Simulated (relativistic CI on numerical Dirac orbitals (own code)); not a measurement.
## Ce²¹⁺: sensitivity of the levels to the model

Base calculation: Dirac-Coulomb-Breit CI, orbitals from a KLI potential per configuration, QED by a radiative potential, unscaled Slater integrals.

CI space (outside the closed core [Ar] 3d10): 4s2.4p6.4d, 4s2.4p5.4d2, 4s2.4p6.4f, 4s.4p6.4d2, 4s2.4p5.4d.4f, 4s.4p6.4d.4f, 4s2.4p6.5s, 4s2.4p6.5p, 4s2.4p6.5d, 4s2.4p5.4d.5s, 4s2.4p6.5f, 4s2.4p5.4d.5p, 4s2.4p6.5g, 4s2.4p6.6s, 4s2.4p6.6p, 4s.4p6.4f.5s, 4p6.4d2.4f, 4s.4p6.4d.5s, 4s2.4p5.4d.5d, 4p6.4d3, 4p5.4d4, 4p5.4d3.4f, 4p6.4d.4f2, 4p5.4d2.4f2, 4p6.4f3, 4p5.4d.4f3, 4p6.4f2.5s, 4s.4p6.4f2, 4s.4p5.4f3. Double excitations out of closed p, d and f shells are left out; levels of such configurations are missing from the list, as are those of other unlisted configurations, and high levels can miss mixing partners. These lack a partner that the ground configuration has and come out too high: 4s2.4p5.4d.5s, 4s2.4p5.4d.5p, 4s2.4p5.4d.5d, 4s2.4p6.5p, 4s2.4p6.5d.

Variants: (1) non-relativistic limit; (2) one mean potential for all configurations. Shifts of the energy above 4s2.4p6.4d 2D_3/2, in cm⁻¹, for the lowest level and the first level of each name with at least 55 % of one term (blank where a level changes its place among those of its configuration and J or its character, or is not in the variant):

```tsv
Level	Base	Δ(1)	Δ(2)
4s2.4p6.4d 2D_3/2	0	0	0
4s2.4p6.4d 2D_5/2	36495	-36495	-4
4s2.4p5.4d2 4D°_1/2	756237	-40051	-118
4s2.4p5.4d2 4D°_3/2	760941	-44755	-119
4s2.4p5.4d2 4D°_7/2	802558		-125
4s2.4p5.4d2 4G°_9/2	805721	-62482	-124
4s2.4p5.4d2 4G°_11/2	817517	-74278	-124
4s2.4p5.4d2 2F°_7/2	853553	-84107	-143
4s2.4p5.4d2 4F°_9/2	857461	-92277	-124
4s2.4p5.4d2 2H°_11/2	859375	-64129	-124
4s2.4p5.4d2 2P°_1/2	886908	-97773	-123
4s2.4p5.4d2 2G°_9/2	890955		-124
4s.4p6.4d2 4F_3/2	1479414	-230992	-216
4s.4p6.4d2 4F_5/2	1493476	-245053	-213
4s.4p6.4d2 4F_7/2	1514810	-266387	-210
4s2.4p6.5s 2S_1/2	1517913	+92346	-66
4s.4p6.4d2 4P_1/2	1523489	-246870	-149
4s.4p6.4d2 4F_9/2	1536142	-287720	-208
4s.4p6.4d2 4P_3/2	1537080	-260460	-218
4s.4p6.4d2 4P_5/2	1540876	-264257	-215
4s.4p6.4d2 2D_3/2	1582623	-270808	-214
4s.4p6.4d2 2G_7/2	1594986	-267063	-215
```

At this charge energies of transitions that change n are usually good to better than 1 %, and those within a shell (Δn = 0) to a few per cent.

Ionisation energy from the two ground configurations alone: base 613.562 eV. The NIST ASD value (theoretical) is 613 eV.

LS names give the leading component of a level, which can be under half, so a name can repeat, a term be missing and a line seem to break the LS rules.
